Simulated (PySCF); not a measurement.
Level of theory: PBE0-D3(BJ)/def2-TZVP // PBE0-D3(BJ)/def2-SVP in PySCF. All species are isolated molecules in the gas phase. One relaxed conformer stands for a flexible species; it need not be the lowest. Delta-SCF ions had no search for a lower state. Excitations are Tamm–Dancoff values on a coarser integration grid. The basis has no diffuse functions, so Rydberg states are missing or too high.

Reference species (SMILES): `c12ccc(cc1cc(B)s2)C#C` (neutral, multiplicity 1).

```
Quantity                                       Value
-------------------------------------------  -------
brightest of the four lowest singlets (TDA)  4.98 eV
vertical ionisation energy (Delta-SCF)       8.11 eV
```

Changed species: `c1c(cc2ccsc2c1B)C#C`.

Give the shifts of the brightest of the four lowest singlets (TDA) and vertical ionisation energy (Delta-SCF).

the brightest of the four lowest singlets (TDA) falls by 0.08 eV, to 4.90 eV; the vertical ionisation energy (Delta-SCF) rises by 0.03 eV, to 8.14 eV.
